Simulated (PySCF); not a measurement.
A side-by-side comparison of computed properties.

First species: C₄H₇OPSSi.
Z-matrix (Å and degrees, GFN2-xTB geometry), rows numbered from 1:
```
C 
O   1  1.4080
C   2  1.3451  1  117.37
C   3  1.3604  2  122.75  1  -178.91
P   4  1.7585  3  117.37  2  -179.93
C   5  1.7148  4   94.78  3     0.01
Si  6  1.8844  5  125.70  4  -179.73
S   6  1.7312  5  116.13  4    -0.02
H   1  1.0950  2  111.13  3   -61.34
H   1  1.0950  2  111.10  3    60.12
H   1  1.0880  2  106.08  3   179.39
H   4  1.0774  3  120.54  2     0.05
H   7  1.4631  6  108.63  5   -57.73
H   7  1.4637  6  108.93  5    63.02
H   7  1.4638  6  107.19  5  -177.60
```

Second species: C6H7FO.
Geometry (GFN2-xTB, Å), atoms numbered from 1 in this order:
```
atom  x, y, z in Å
C1    -1.1692    2.1918   -0.8818
C2    -0.3062    1.1985   -1.0491
C3     0.0138    0.1704   -0.0586
C4     0.5303   -1.0135   -0.4444
C5     0.8933   -2.1661    0.4122
C6    -0.2066    0.4408    1.3657
O7    -0.4598   -0.3071    2.2505
F8    -0.0388    1.7648    1.6742
H9    -1.3636    2.8965   -1.6714
H10   -1.7125    2.3459    0.0343
H11    0.1909    1.0735   -2.0024
H12    0.7043   -1.1549   -1.5050
H13    0.9598   -1.8967    1.4616
H14    0.1258   -2.9353    0.3144
H15    1.8341   -2.6004    0.0778
```

Levels: PBE0/def2-SVPD for dipole moment, HOMO energy, LUMO energy, HOMO–LUMO gap, static isotropic polarisability and electronic spatial extent ⟨r²⟩ about the centre of nuclear charge; TDDFT PBE0/def2-SVPD for lowest singlet excitation; TDA PBE0/def2-SVPD for lowest triplet excitation (Tamm–Dancoff); GFN2-xTB for rotational constant A and rotational constant C. Geometries: GFN2-xTB. Each structure is a single optimised conformer of the isolated species, non-relativistic unless stated. Electronic properties by PySCF.

Dipoles, sizes and rotational constants follow the conformer. The torsions of the flexible species, by atom-mapped SMILES:
- `[CH3:1][O:2][c:3]1[cH:4][p:5][c:6]([SiH3:7])[s:8]1`: C1–O2–C3–C4 -179°
- `[CH2:1]=[CH:2]/[C:3](=[CH:4]/[CH3:5])[C:6](=[O:7])[F:8]`: C1–C2–C3–C4 158°, C2–C3–C6–O7 151°

Values for the first species:

| Quantity | Value |
| --- | --- |
| Dipole moment | 2.65 D |
| HOMO energy | -6.49 eV |
| LUMO energy | -1.44 eV |
| HOMO–LUMO gap | 5.05 eV |
| Lowest singlet excitation | 4.40 eV |
| Lowest triplet excitation (Tamm–Dancoff) | 2.82 eV |
| Static isotropic polarisability | 122.4 au |
| Electronic spatial extent ⟨r²⟩ about the centre of nuclear charge | 1778 bohr² |
| Rotational constant A | 2.364 GHz |
| Rotational constant C | 0.618 GHz |

Task: Estimate the same properties for the second species, and the change in each.

Result: 
```
                                                         property       first     second  second less first
                                                    dipole moment      2.65 D     3.35 D            +0.70 D
                                                      HOMO energy    -6.49 eV   -7.23 eV           -0.74 eV
                                                      LUMO energy    -1.44 eV   -1.85 eV           -0.41 eV
                                                    HOMO–LUMO gap     5.05 eV    5.38 eV           +0.33 eV
                                        lowest singlet excitation     4.40 eV    4.72 eV           +0.32 eV
                         lowest triplet excitation (Tamm–Dancoff)     2.82 eV    3.00 eV           +0.18 eV
                                  static isotropic polarisability    122.4 au    79.6 au           -42.8 au
electronic spatial extent ⟨r²⟩ about the centre of nuclear charge  1778 bohr²  997 bohr²         -781 bohr²
                                            rotational constant A   2.364 GHz  2.829 GHz         +0.465 GHz
                                            rotational constant C   0.618 GHz  1.187 GHz         +0.569 GHz
```

On the first: The principal polarisabilities are 81.7, 129.4 and 156.1 au; their mean is the isotropic value. The dipole equals about 8.8 × 10⁻³⁰ C·m (1 D = 3.33564 × 10⁻³⁰ C·m). GFN2-xTB frequencies show an imaginary mode (62i cm⁻¹), so this geometry is no minimum at that level.

On the second: The principal polarisabilities are 52.3, 73.7 and 112.9 au; their mean is the isotropic value. The polarisability is 11.80 Å³ as a volume (1 au = 0.148185 Å³), or 1.33 au for each of the 60 electrons.
